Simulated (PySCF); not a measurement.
Ge(SH)(SiH3) (GeH₄SSi), SMILES [SiH3][Ge][SH] (connectivity only; charge and spin as stated), neutral, multiplicity 1.

Geometry optimised at r2SCAN-D4/def2-SVP. The values are those of a single conformer.

All values below come from PySCF with r2SCAN-D4/def2-SVP.

Frequencies are harmonic and unscaled.

```
mode  ν (cm⁻¹)  IR (km/mol)  moving atoms (share of kinetic energy)
----  --------  -----------  --------------------------------------
1           49          0.0                                  H 96 %
2          123          0.7        S 41 %, Si 28 %, Ge 17 %, H 14 %
3          305          6.3                Si 62 %, Ge 27 %, H 10 %
4          340          0.9                                  H 95 %
5          395         27.8                         S 68 %, Ge 29 %
6          471          8.4                         H 83 %, Si 12 %
7          516         33.6                                  H 91 %
8          756         31.3                                  H 94 %
9          845        225.8                          H 91 %, Si 8 %
10         926         32.1                                  H 97 %
11         927         26.2                                  H 97 %
12        2182         75.0                                  H 99 %
13        2191         92.2                                  H 96 %
14        2204         79.5                                  H 96 %
15        2644          0.6                                  H 97 %
```
